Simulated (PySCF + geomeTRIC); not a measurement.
Species: [Sc(NH2)2(Br)] (charge 0, multiplicity 1).

Q: Give a relaxed geometry from BP86-D3(BJ)/def2-SVP run with PySCF + geomeTRIC.

A: This is not unique; one that fits is the end point of this relaxation, one of several conformers.
Z-matrix (Å, degrees):
```
Sc
N 1 1.9619
H 2 1.0293 1 126.71
H 2 1.0294 3 107.17 1 179.87
N 1 1.9622 2 115.83 3 -0.05
H 5 1.0294 1 126.68 2 0.08
H 5 1.0295 6 107.12 1 -179.84
Br 1 2.4974 2 121.95 3 179.89
```
